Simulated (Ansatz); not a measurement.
Cost and result for the atomization energy of C₄H₅FSi, SMILES `C=C=C1[SiH2]C1F` (11 atoms, 11 bonds).

```xyz
11

C    -1.023    2.087    0.967
C    -0.506    1.052    0.373
C     0.026    0.031   -0.210
Si    1.474   -0.938   -0.758
C    -0.300   -1.425   -0.392
F    -0.683   -2.128    0.719
H    -1.622    2.805    0.416
H    -0.874    2.255    2.028
H     2.523   -1.205    0.247
H     1.949   -0.889   -2.160
H    -0.964   -1.644   -1.229
```

Total charge 0; spin multiplicity 1. Geometry: relaxed with PBE0-D4/def2-TZVP. Program: Ansatz. All runs use 4 threads of a server CPU on a shared host. Times are those of one run each, without the atoms' runs, and a repeat can differ threefold. Electronic energies, without spin–orbit coupling; frozen cores. CCSD(T)/CBS adds CCSD(T) − MP2 in def2-TZVPP to the MP2 limit, and its time is that of the two runs behind it. T1 = 0.014. B3LYP takes the VWN-RPA correlation (the form of Gaussian; ORCA's B3LYP/G). HSE06 is the plane-wave form, built on full-range PBE exchange.

CCSD(T)/CBS is a level of theory with its own doubt, some kJ/mol a heavy atom from the limit and from the frozen cores, so smaller differences don't rank the functionals.

```
                            level  functions  wall time
           LDA (SPW92)/def2-TZVPP        267      1.4 s
               BLYP-D4/def2-TZVPP        267      2.3 s
              HSE06-D4/def2-TZVPP        267      3.2 s
              BHLYP-D4/def2-TZVPP        267      3.2 s
               PBE0-D4/def2-TZVPP        267      3.3 s
          CAM-B3LYP-D4/def2-TZVPP        267        4 s
            r2SCANh-D4/def2-TZVPP        267      4.4 s
B3LYP-D4/def2-TZVPP (with forces)        267      4.8 s
                 CCSD(T)/def2-SVP        113        6 s
                B97M-V/def2-TZVPP        267        7 s
                   MP2/def2-QZVPP        505       27 s
               CCSD(T)/def2-TZVPP        267    2.8 min
                CCSD(T)/CBS(def2)          –    3.2 min
```

Task: What atomization energy does each give, and how far from CCSD(T)/CBS? (Best estimate.)

Result: Computed: 
```csv
level,atomization (kcal/mol),difference from CCSD(T)/CBS,per bond
LDA (SPW92)/def2-TZVPP,1232.0,181.7,16.5
BLYP-D4/def2-TZVPP,1061.0,10.7,1.0
HSE06-D4/def2-TZVPP,1068.3,18.0,1.6
BHLYP-D4/def2-TZVPP,1016.5,-33.8,-3.1
PBE0-D4/def2-TZVPP,1067.2,16.9,1.5
CAM-B3LYP-D4/def2-TZVPP,1058.6,8.3,0.7
r2SCANh-D4/def2-TZVPP,1055.1,4.8,0.4
B3LYP-D4/def2-TZVPP (with forces),1056.4,6.1,0.6
CCSD(T)/def2-SVP,999.1,-51.2,-4.7
B97M-V/def2-TZVPP,1062.4,12.1,1.1
MP2/def2-QZVPP,1065.2,14.9,1.4
CCSD(T)/def2-TZVPP,1022.1,-28.2,-2.6
CCSD(T)/CBS(def2),1050.3,0.0,0.0
```

From BLYP to BHLYP (50 % exact exchange), in def2-TZVPP and without D4, the atomization energy moves by −39.0 kcal/mol: exact exchange takes away binding that semilocal exchange gives to molecules. At CCSD(T), def2-SVP lies −51.2 kcal/mol from the extrapolated value and def2-TZVPP −28.2 kcal/mol: correlation converges slowly with the basis, and small sets miss more of it in the bonded molecule than in its fragments. Leaving LDA and LC-ωPBE aside and taking each functional with its dispersion term where it has one, the values, not all of them listed here, spread over 78.4 kcal/mol, from BHLYP-D4 to PBE-D4. LDA lies +142.6 kcal/mol from PBE without D4, its usual overbinding.
